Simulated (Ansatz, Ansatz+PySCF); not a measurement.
```xyz
2

H     0.0000    0.0000   -0.5947
H     0.0000    0.0000    0.5947
```

UHF on doublet H₂(+) was run in several spherical basis sets with Ansatz (development build ahead of 0.2.0). Caution for UHF: the charge can sit on one fragment and break the point group.

Question: Rank the basis sets by the total energy that they give, lowest first, with the distance from the lowest.
A. 6-31G(d)
B. cc-pVTZ
C. cc-pVDZ
D. def2-SVP
E. def2-TZVP

Answer: B (0.00 eV), E (0.05 eV), C (0.07 eV), D (0.08 eV), A (0.49 eV).
